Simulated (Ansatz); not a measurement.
**Molecular dynamics of GeH4 + H2**

input.yaml

```yaml
crystal:
  periodic: [false, false, false]
  atoms:
    - { symbol: H, position_ang: [0.33159, 0.042832, -3.088886] }
    - { symbol: H, position_ang: [0.207745, 0.137963, -2.346862] }
    - { symbol: Ge, position_ang: [-0.107845, -0.036411, 1.08783] }
    - { symbol: H, position_ang: [0.077026, -1.440407, 0.50089] }
    - { symbol: H, position_ang: [-0.260345, -0.13338, 2.610065] }
    - { symbol: H, position_ang: [-1.363731, 0.606096, 0.487424] }
    - { symbol: H, position_ang: [1.11556, 0.823307, 0.749439] }
basis:
  gaussian: { orbitals: def2-SVP }
hamiltonian:
  xc: r2scan
  dispersion: d4
md:
  timestep: 0.5
  n_steps: 100
  ensemble: nvt_langevin
  temperature: 100.0
  initial_velocities: maxwell_boltzmann
  seed: 434860
  friction: 0.01
```

Command:

```bash
$ ansatz run input.yaml --threads 1 --pin off --max-ram 2048MiB --backend cpu --events-out ev --progress --plain --runs-dir out
```

It starts from a relaxed structure.

Output, in part (one step line in 4, the closing report, with atoms numbered from 0):

```
md step     0: t =     0.00 fs  T =    85.7 K  F+E_penalty+E_count = -56607.33615658 eV  E_kin = 0.077556 eV  (21 SCF iters)
md step     4: t =     2.00 fs  T =    67.2 K  F+E_penalty+E_count = -56607.32363526 eV  E_kin = 0.060774 eV  (23 SCF iters)
md step     8: t =     4.00 fs  T =    51.9 K  F+E_penalty+E_count = -56607.30416740 eV  E_kin = 0.046979 eV  (19 SCF iters)
md step    12: t =     6.00 fs  T =    33.2 K  F+E_penalty+E_count = -56607.29498179 eV  E_kin = 0.030061 eV  (21 SCF iters)
md step    16: t =     8.00 fs  T =    30.6 K  F+E_penalty+E_count = -56607.29016341 eV  E_kin = 0.027718 eV  (24 SCF iters)
md step    20: t =    10.00 fs  T =    26.9 K  F+E_penalty+E_count = -56607.28322970 eV  E_kin = 0.024380 eV  (21 SCF iters)
md step    24: t =    12.00 fs  T =    28.8 K  F+E_penalty+E_count = -56607.28577756 eV  E_kin = 0.026074 eV  (20 SCF iters)
md step    28: t =    14.00 fs  T =    57.4 K  F+E_penalty+E_count = -56607.30520357 eV  E_kin = 0.051977 eV  (24 SCF iters)
md step    32: t =    16.00 fs  T =    74.8 K  F+E_penalty+E_count = -56607.32005662 eV  E_kin = 0.067671 eV  (22 SCF iters)
md step    36: t =    18.00 fs  T =    73.1 K  F+E_penalty+E_count = -56607.31691493 eV  E_kin = 0.066184 eV  (23 SCF iters)
md step    40: t =    20.00 fs  T =    83.0 K  F+E_penalty+E_count = -56607.31728469 eV  E_kin = 0.075121 eV  (22 SCF iters)
md step    44: t =    22.00 fs  T =    91.0 K  F+E_penalty+E_count = -56607.31982628 eV  E_kin = 0.082340 eV  (23 SCF iters)
md step    48: t =    24.00 fs  T =    88.8 K  F+E_penalty+E_count = -56607.30744731 eV  E_kin = 0.080388 eV  (22 SCF iters)
md step    52: t =    26.00 fs  T =    63.9 K  F+E_penalty+E_count = -56607.28284354 eV  E_kin = 0.057776 eV  (23 SCF iters)
md step    56: t =    28.00 fs  T =    55.4 K  F+E_penalty+E_count = -56607.27623486 eV  E_kin = 0.050122 eV  (21 SCF iters)
md step    60: t =    30.00 fs  T =    78.2 K  F+E_penalty+E_count = -56607.29551893 eV  E_kin = 0.070766 eV  (22 SCF iters)
md step    64: t =    32.00 fs  T =    79.2 K  F+E_penalty+E_count = -56607.29892313 eV  E_kin = 0.071656 eV  (23 SCF iters)
md step    68: t =    34.00 fs  T =    85.7 K  F+E_penalty+E_count = -56607.30195510 eV  E_kin = 0.077525 eV  (23 SCF iters)
md step    72: t =    36.00 fs  T =    76.1 K  F+E_penalty+E_count = -56607.30431491 eV  E_kin = 0.068876 eV  (20 SCF iters)
md step    76: t =    38.00 fs  T =    93.9 K  F+E_penalty+E_count = -56607.32273895 eV  E_kin = 0.084976 eV  (23 SCF iters)
md step    80: t =    40.00 fs  T =   107.2 K  F+E_penalty+E_count = -56607.31554490 eV  E_kin = 0.097009 eV  (22 SCF iters)
md step    84: t =    42.00 fs  T =    79.0 K  F+E_penalty+E_count = -56607.29306845 eV  E_kin = 0.071437 eV  (22 SCF iters)
md step    88: t =    44.00 fs  T =    75.8 K  F+E_penalty+E_count = -56607.29079980 eV  E_kin = 0.068557 eV  (23 SCF iters)
md step    92: t =    46.00 fs  T =    67.8 K  F+E_penalty+E_count = -56607.29467769 eV  E_kin = 0.061314 eV  (23 SCF iters)
md step    96: t =    48.00 fs  T =    57.4 K  F+E_penalty+E_count = -56607.27981979 eV  E_kin = 0.051972 eV  (23 SCF iters)
md step   100: t =    50.00 fs  T =    53.6 K  F+E_penalty+E_count = -56607.26929619 eV  E_kin = 0.048479 eV  (21 SCF iters)
Total energy: -56607.26930598 eV, -2080.2787772095 hartree
Atom 0 at     0.813764    -0.392835    -2.515825 Å, force    -0.314625     0.364575     0.042519 eV/Å
Atom 1 at     0.310720     0.189674    -2.452638 Å, force     0.312966    -0.359009    -0.045215 eV/Å
Atom 2 at    -0.122818    -0.009180     1.098151 Å, force     1.178631     0.834952     0.540496 eV/Å
Atom 3 at     0.076464    -1.387618     0.539853 Å, force    -0.128882    -0.458713    -0.414917 eV/Å
Atom 4 at    -0.351015    -0.168943     2.605510 Å, force    -0.117195     0.057660     0.039231 eV/Å
Atom 5 at    -1.216025     0.841364     0.481959 Å, force    -0.263277    -0.060323    -0.197971 eV/Å
Atom 6 at     1.244328     0.779524     0.932299 Å, force    -0.667617    -0.379142     0.035857 eV/Å
Dipole moment:    -0.048024    -0.026039    -0.045362 e Å
```

The run went to its last step. The mean temperature of the second half is 25 % below the set value. A run of 0.05 ps of so small a system gives no equilibrium averages.

The same pairs are bonded in the first frame and the last. Pairs count as bonded within 1.25 times the sum of covalent radii (0.12 Å more for H–H).

Last frame:

```xyz
7
Properties=species:S:1:pos:R:3
H 0.814 -0.393 -2.516
H 0.311 0.190 -2.453
Ge -0.123 -0.009 1.098
H 0.076 -1.388 0.540
H -0.351 -0.169 2.606
H -1.216 0.841 0.482
H 1.244 0.779 0.932
```

Run time: 3.8 min on 1 thread of Arm Neoverse V1, with other jobs on the host, peak memory 0.1 GiB.
